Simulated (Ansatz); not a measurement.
Start from `N[SiH]1OC1=O` and change one atom or group to get `O=C1O[SiH2]1`.

Ansatz, PBE0-D4/def2-TZVP geometries, multiplicity 1. Each molecule was computed in one conformer, which needn't be the lowest.

```
                                      property  `N[SiH]1OC1=O`
         HOMO–LUMO gap (B3LYP/def2-TZVPP) / eV            5.94
           LUMO energy (B3LYP/def2-TZVPP) / eV           -0.94
             LUMO energy (PBE/def2-TZVPP) / eV           -1.69
zero-point energy (PBE0-D4/def2-TZVP) / kJ/mol           124.4
size of the dipole moment (PBE/def2-TZVPP) / D            5.12
         LUMO energy (ωB97M-V/def2-TZVPP) / eV            1.29
```

Question: Give the same properties after the change, and the shifts. (Best estimate.)

Answer: Computed: 
| property | `O=C1O[SiH2]1` | shift |
| --- | --- | --- |
| HOMO–LUMO gap (B3LYP/def2-TZVPP) / eV | 5.42 | -0.52 |
| LUMO energy (B3LYP/def2-TZVPP) / eV | -1.86 | -0.92 |
| LUMO energy (PBE/def2-TZVPP) / eV | -2.43 | -0.74 |
| zero-point energy (PBE0-D4/def2-TZVP) / kJ/mol | 75.6 | -48.8 |
| size of the dipole moment (PBE/def2-TZVPP) / D | 3.60 | -1.52 |
| LUMO energy (ωB97M-V/def2-TZVPP) / eV | 0.17 | -1.12 |

With PBE0 the HOMO falls by 0.41 eV and the LUMO falls by 0.93 eV, so the gap narrows by about 0.52 eV. PBE moves the HOMO by -0.47 eV and ωB97M-V by -0.38 eV. The zero-point energy changes by -48.8 kJ/mol with -6 modes. Dipoles are sizes alone; their direction can turn.

B3LYP here is the variant with VWN-RPA as its local correlation; programs differ in this.
